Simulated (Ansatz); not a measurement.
`[SiH3][SiH2][CH2][InH2]` → `[CH2]` (triplet) + `[SiH3][SiH2][InH2]` at 500 K and 1 bar (formal loss of a carbene).

Program: Ansatz. Geometries: PBE0-D4/def2-TZVP. ΔE: electronic, gas phase. CCSD(T)/CBS adds triple-zeta CCSD(T) − MP2 to the extrapolated MP2 energy (def2 sets, frozen cores). This one scheme is used for every species. Triplets are unrestricted, without spin–orbit coupling. def2 core potentials past Kr. For In outer-core shells are correlated without core-valence functions, which leaves a few kJ/mol of doubt a bond. One conformer a species, not always the lowest.

```csv
species,CCSD(T)/CBS energy (Eh),H − E (kJ/mol),S (J/(mol·K))
`[SiH3][SiH2][CH2][InH2]`,-811.40716,269.7,479.2
`[CH2]` (triplet),-39.09499,62.7,213.9
`[SiH3][SiH2][InH2]`,-772.14490,190.9,451.9
```

H − E and S are ideal-gas, rigid-rotor, harmonic terms from PBE0-D4/def2-TZVP, for one conformer and one mirror image of each species, with the whole ground term of open shells counted as degenerate. 1 Eh = 2625.50 kJ/mol, R = 8.31446 J/(mol·K).

By hand: ΔE, ΔH, ΔS and ΔG.

ΔE = (-39.09499) + (-772.14490) − (-811.40716) = 0.16727 Eh = 439.2 kJ/mol. Δ(H − E) = 62.7 + 190.9 − 269.7 = -16.1, so ΔH = 423.1 kJ/mol. ΔS = 213.9 + 451.9 − 479.2 = 186.6 J/(mol·K). ΔG = 423.1 − 500 × (186.6)/1000 = 329.8 kJ/mol.

By hand: the equilibrium constant, and the temperature at which ΔG would vanish if ΔH and ΔS stayed fixed.

log₁₀ K = −ΔG/(RT ln 10) = -34.5. ΔG = 0 at ΔH/ΔS = 2267 K.

The number of gas molecules changes by +1, which sets the sign of ΔS. A doubt of 5 kJ/mol in ΔE shifts log₁₀ K by 0.5 here. Other conformers and mirror images would add mixing entropy, several J/(mol·K) or more a flexible species. Modes under 60 cm⁻¹, often nearly free rotors, make the harmonic entropy too high. A triplet takes part, so the spin changes. These are equilibria of isolated gas molecules and say nothing of rates. Largest T1 diagnostic: 0.014 (customary marks: 0.02 for closed shells, 0.045 for open ones).
